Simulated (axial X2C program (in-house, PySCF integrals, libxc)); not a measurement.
## Spectroscopic constants of TiB

Computed with an axial X2C code built on PySCF integrals. Spin-free means the one-electron spin-free X2C Hamiltonian; two-component (2c) means X2C with spin–orbit coupling and atomic mean-field two-electron Coulomb and Gaunt terms, so the difference of the two also holds small scalar two-electron terms. Basis: Ti dyall-cv3z [10s10p6d4f2g], B dyall-v3z [7s6p2d1f] (cores contracted in-house); Gaussian nuclei, density fitting, unrestricted open shells. Masses: Ti 47.948 u, B 11.009 u.

State, spin-free: M_S = 5/2, Λ = 2 (beyond evenly filled blocks: 2 × σα, π+α, π-α, δ+α); electrons by block: σα: 9, σβ: 7, π+α: 3, π+β: 2, π-α: 3, π-β: 2, δ+α: 1. Fragments: Ti + B.

State, 2c: Ω = 1/2 (⟨Sz⟩ = 2.50, ⟨Lz⟩ = -2.00 at PBE0); electrons by block: 1/2: 11, -1/2: 10, 3/2: 3, -3/2: 3. Fragments: Ti + B.

```
Hamiltonian    level  Re (Å)  ωe (cm⁻¹)  Be (cm⁻¹)  αe (cm⁻¹)  μ (D)
  spin-free     PBE0   2.023      647.8     0.4599    0.00313  -3.53
  spin-free       HF   2.172      469.5     0.3991    0.00267  -3.07
  spin-free      MP2   1.904      754.5     0.5192    0.00837    n/a
  spin-free     CCSD   1.986      697.1     0.4772    0.00424    n/a
  spin-free  CCSD(T)   1.985      716.7     0.4776    0.00338    n/a
  spin-free     BLYP   2.067      588.0     0.4406    0.00351  -2.93
         2c     PBE0   2.023      647.4     0.4599    0.00313  -3.53
```

Correlated methods: 15 electrons correlated (number of frozen shells: Ti 2 s, 1 p; B 1 s), 259 virtual spin orbitals or spinors in MP2, 90 natural virtuals in coupled cluster.

Dipoles are positive if B is the positive end.

The state is one determinant whose occupation by symmetry is held fixed; it was picked as the lowest of a PBE0 search that is not exhaustive. De is not given where an atomic determinant may have missed its ground term or J level, or where the truncated virtual space spoils (T). Density functionals use the spin component along the axis (collinear). CCSD and (T) use frozen natural virtuals with an MP2 correction for the truncation; (T) itself is uncorrected, so its De runs slightly low. PBE0 can misorder states that lie within some tenths of an eV, so this need not be the ground state of the molecule. The nearest other spin-free determinant of the search, M_S = 3/2, Λ = 2, lies 0.67 eV up at the distance of the search. Without a current term, density functionals place determinants with orbital angular momentum somewhat too high. The spin of this state cannot come from the lowest atoms; the curve heads to a higher limit, and no De is given. With several unpaired electrons one determinant need not be a pure state. At some level and bond length an empty orbital lies below a filled one. The T1 diagnostic is large, a sign of multireference character.

No reliable constants came from BLYP (2c), CCSD (2c), CCSD(T) (2c), HF (2c), MP2 (2c): no minimum in range, unconverged points, a curve that is not smooth, a change of character along it, or the two Hamiltonians disagreeing along it.

Rough cost a point (2c) on 1 thread(s) of a shared host, integrals apart: PBE0 0.9 s.

The whole task took 4 min on 1 thread of Arm Neoverse V1, with other jobs on the host.
